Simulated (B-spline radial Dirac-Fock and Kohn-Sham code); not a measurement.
ΔSCF core binding energies without Breit or QED terms, calculated with a radial atomic solver.

A sound run for the B atom, configuration 1s2 2s2 2p1: The ground state converged in 10 iterations, with total energy -24.53655 Ha, virial ratio 1.99939 and highest orbital energy -8.43 eV. ΔSCF binding energies: K (1s) 200.9 eV. Holes are computed only in closed shells, and unreliable hole states are left out.

A second run, with one unsound setting: The ground state converged in 13 iterations, with total energy -20.98611 Ha, virial ratio 1.13424 and highest orbital energy -9.27 eV. ΔSCF binding energies: K (1s) 185.1 eV. Holes are computed only in closed shells, and unreliable hole states are left out.

```
iter   energy (Ha)        error
   1      -20.28773831  1.59e-01
   2      -17.62089488  9.75e-02
   3      -17.67155520  5.86e-02
   4      -20.96604840  1.27e-01
   5      -20.98866237  4.71e-02
   6      -20.98548029  2.53e-03
   7      -20.98601386  1.80e-03
   8      -20.98610374  3.50e-04
   9      -20.98611155  8.97e-05
  13      -20.98611208  3.83e-08
```

**Question.** Which fault fits the second run best?
A. speed of light below Z
B. nuclear radius in wrong units
C. functional not served
D. box too small

**Answer.** A. The input had c_factor = 0.0178: c_factor makes c so small that Zα exceeds 1, so any numbers that come out have no meaning.
